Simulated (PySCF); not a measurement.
Cl₃H₂NTi, SMILES [Cl][Ti]([NH2])([Cl])[Cl], multiplicity 1. Atoms are numbered in the order given.

```xyz
7

Ti     0.1935     0.0284     0.0000
Cl    -0.4999     0.9892    -1.8400
Cl    -0.4999     0.9892     1.8400
Cl    -0.3895    -2.0926     0.0000
N      2.0239     0.1442     0.0000
H      2.5968     0.1530    -0.8440
H      2.5968     0.1530     0.8440
```
Charge 0, spin multiplicity 1.

The structure is a stationary point at B3LYP-D3(BJ)/def2-SVP. The spin state was assumed, not searched. The isomer is the one that the SMILES or the coordinates give; other isomers of the formula were not compared. The values are those of a single conformer.

All values below come from HF/def2-TZVP run with PySCF.

Q: Estimate the frontier levels, gap, dipole moment and polarisability. (The exact figures need the calculation; the answer reports its results.)

A: 
```yaml
highest_occupied_level: -11.79 eV
lowest_empty_level: 1.03 eV
orbital_gap: 12.82 eV
dipole_moment: 0.641 e·Å
quadrupole, principal values (traceless, Buckingham form, about the centre of nuclear charge): -8.30, -2.87, 11.17 D·Å
mean_static_polarisability: 72.6 bohr³ (10.75 Å³)
polarisability_principal_values: 69.0, 73.3, 75.4 bohr³
```
